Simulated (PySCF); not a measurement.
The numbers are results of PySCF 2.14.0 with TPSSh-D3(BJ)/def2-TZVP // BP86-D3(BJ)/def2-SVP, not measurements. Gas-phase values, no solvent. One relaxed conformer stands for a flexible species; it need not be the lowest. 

Reference species: [Ta(OH)3(NH2)2] (neutral, multiplicity 1).

LUMO: -1.11 eV
charge on the central atom (Mulliken): 1.51 e
coordination number: 5
HOMO: -6.10 eV

After one change: the LUMO rises by 0.29 eV; the charge on the central atom (Mulliken) drops by 0.09 e; the coordination number stays essentially unchanged; the HOMO goes up by 0.11 eV.

### Question
What was changed between the two runs? The new species is one of these.
A. [Ta(OH)5]
B. [Ta(OH)(NH2)4]
C. [Ta(OH)2(NH2)3]

### Answer
C, [Ta(OH)2(NH2)3]
